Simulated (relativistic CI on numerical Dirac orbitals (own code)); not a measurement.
# d8 in a ligand field

Computed with a parametric ligand-field model of a d^n configuration (Racah B and C, spin-orbit zeta, crystal field), exact diagonalisation.

Field parameters in Wybourne normalisation: Td as Oh with Dq negative (B⁴₀ = 21Dq, B⁴₄ = √(5/14) B⁴₀). The field is a parameter set, without covalency.

B = 1020 cm⁻¹, C = 5220 cm⁻¹ (C/B = 5.12), Td, no spin-orbit coupling. Tanabe-Sugano data, E/B above the lowest term (Δ = |10Dq|; b, c mark the second and third term of a kind):

| Δ/B | 3T1 | 3T2 | 3A2 | 1T2 | 3T1(b) | 1E |
| --- | --- | --- | --- | --- | --- | --- |
| 1.0 | 0.00 | 0.81 | 1.81 | 15.58 | 15.62 | 16.05 |
| 1.9 | 0.00 | 1.56 | 3.46 | 15.85 | 16.21 | 16.56 |
| 2.8 | 0.00 | 2.32 | 5.12 | 16.07 | 16.83 | 16.89 |
| 3.7 | 0.00 | 3.08 | 6.78 | 16.25 | 17.47 | 17.10 |
| 4.6 | 0.00 | 3.87 | 8.46 | 16.40 | 18.14 | 17.24 |
| 5.5 | 0.00 | 4.66 | 10.16 | 16.52 | 18.82 | 17.31 |
| 6.4 | 0.00 | 5.46 | 11.87 | 16.61 | 19.52 | 17.36 |
| 7.3 | 0.00 | 6.27 | 13.58 | 16.67 | 20.24 | 17.37 |
| 8.2 | 0.00 | 7.08 | 15.28 | 16.73 | 20.97 | 17.38 |
| 9.1 | 0.00 | 7.91 | 17.00 | 16.76 | 21.71 | 17.37 |
| 10.0 | 0.00 | 8.74 | 18.74 | 16.79 | 22.47 | 17.36 |
| 10.9 | 0.00 | 9.57 | 20.47 | 16.81 | 23.24 | 17.34 |
| 11.8 | 0.00 | 10.41 | 22.21 | 16.83 | 24.02 | 17.32 |
| 12.7 | 0.00 | 11.24 | 23.94 | 16.84 | 24.79 | 17.30 |
| 13.6 | 0.00 | 12.09 | 25.69 | 16.84 | 25.59 | 17.28 |
| 14.5 | 0.00 | 12.94 | 27.44 | 16.84 | 26.39 | 17.26 |
| 15.4 | 0.00 | 13.80 | 29.20 | 16.84 | 27.19 | 17.23 |
| 16.3 | 0.00 | 14.65 | 30.96 | 16.84 | 28.01 | 17.21 |
| 17.2 | 0.00 | 15.50 | 32.70 | 16.83 | 28.81 | 17.19 |
| 18.1 | 0.00 | 16.37 | 34.47 | 16.83 | 29.64 | 17.17 |
| 19.0 | 0.00 | 17.23 | 36.23 | 16.82 | 30.46 | 17.15 |
| 19.9 | 0.00 | 18.10 | 38.00 | 16.82 | 31.29 | 17.12 |
| 20.8 | 0.00 | 18.97 | 39.77 | 16.81 | 32.13 | 17.10 |
| 21.7 | 0.00 | 19.83 | 41.52 | 16.80 | 32.96 | 17.09 |

The ground term stays 3T1.
